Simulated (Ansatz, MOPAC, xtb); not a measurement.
Isomers of C6H14: 1 is CCC(C)(C)C, 2 is CCCCCC; one conformer of each (the lowest of an xTB search), B3LYP-D3(BJ)/def2-TZVP minima.
Isomer 1 (charge 0, multiplicity 1, Z-matrix in Å and degrees):
```
C
C 1 1.5338
H 2 1.0909 1 111.77
H 2 1.0923 3 107.52 1 121.52
H 2 1.0928 3 107.99 4 116.09
C 1 1.5339 2 109.51 3 58.01
H 6 1.0909 1 111.77 2 -57.98
H 6 1.0923 7 107.52 1 -121.53
H 6 1.0928 7 107.98 8 -116.09
C 1 1.5340 2 108.90 3 176.99
H 10 1.0923 1 111.02 2 -59.66
H 10 1.0926 11 107.89 1 -121.86
H 10 1.0926 11 107.89 12 -116.29
C 1 1.5439 2 110.75 3 -64.40
H 14 1.0949 1 107.97 2 -176.26
H 14 1.0949 15 106.03 1 -115.52
C 14 1.5270 15 108.91 16 -117.07
H 17 1.0911 14 111.88 15 -61.82
H 17 1.0911 18 107.81 14 123.43
H 17 1.0915 18 107.35 19 115.37
```
Isomer 2 (charge 0, multiplicity 1):
```xyz
20

C     -3.206     0.130     0.236
C     -1.884    -0.103    -0.490
C     -0.664     0.120     0.399
C      0.664    -0.115    -0.316
C      1.884     0.107     0.574
C      3.206    -0.136    -0.149
H     -3.309    -0.544     1.090
H     -3.271     1.153     0.615
H     -4.060    -0.035    -0.423
H     -1.821     0.561    -1.359
H     -1.859    -1.123    -0.887
H     -0.687     1.142     0.794
H     -0.728    -0.542     1.271
H      0.687    -1.138    -0.710
H      0.728     0.546    -1.187
H      1.863     1.130     0.964
H      1.818    -0.552     1.446
H      3.267    -1.162    -0.521
H      3.312     0.532    -1.008
H      4.060     0.030     0.510
```

No zero-point or thermal terms.

The state reached by PM6 isn't checked.

Run with Ansatz (Gaussian basis) for Hartree–Fock, density functionals and correlated methods; MOPAC for PM6 (differences of heats of formation); xtb for the GFN methods. Each number belongs to the level named beside it.

Task: One of these levels gives -0.28 kcal/mol for the electronic energy of isomer 2 less that of isomer 1. Which one is it?
A. PBE/def2-TZVPP
B. GFN1-xTB
C. r2SCAN/def2-TZVPP
D. PM6

Result: A, PBE/def2-TZVPP. The others give 2.37 (PM6), 3.21 (GFN1-xTB), 1.60 (r2SCAN/def2-TZVPP)

Ansatz is an electronic-structure program.
